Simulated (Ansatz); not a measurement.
Relaxation of BF$_{2}$H$_{2}$N (6 atoms, charge 0, multiplicity 1), to a largest force component of 0.02 eV/Å in at most 40 steps.

Theory: RHF/def2-SVPD (Ansatz 0.2.0).

```xyz
6
Properties=species:S:1:pos:R:3
B 0.000 0.000 0.000
F 0.000 0.000 1.320
N 1.342 0.000 -0.775
H 1.809 -0.918 -1.027
H 1.794 0.918 -1.053
F -1.143 0.000 -0.660
```

Where does it end, and by what steps?

The forces met the threshold. After 8 steps the energy has fallen by 1.358 eV; H5 moved furthest, 0.85 Å.

```tsv
step	energy less start (eV)	largest force component (eV/Å)	accepted
0	0.0000	3.025	yes
1	-0.4245	1.642	yes
2	-0.4772	0.237	yes
3	-0.5938	0.374	yes
4	-0.8766	0.714	yes
5	-1.1858	0.487	yes
6	-1.3495	0.176	yes
7	-1.3546	0.484	yes
8	-1.3581	0.015	yes
```

```xyz
6
Properties=species:S:1:pos:R:3
B 0.077 0.000 -0.044
F -0.041 -0.598 1.128
N 1.280 0.000 -0.739
H 2.098 -0.445 -0.387
H 1.384 0.446 -1.623
F -0.997 0.598 -0.529
```

Whether the end is a true minimum wasn't checked by a vibrational analysis.

The run took 17 s on 1 thread of Intel(R) Xeon(R) Platinum 8375C CPU @ 2.90GHz (Ice Lake), with other jobs on the host, peak memory 0.2 GiB.
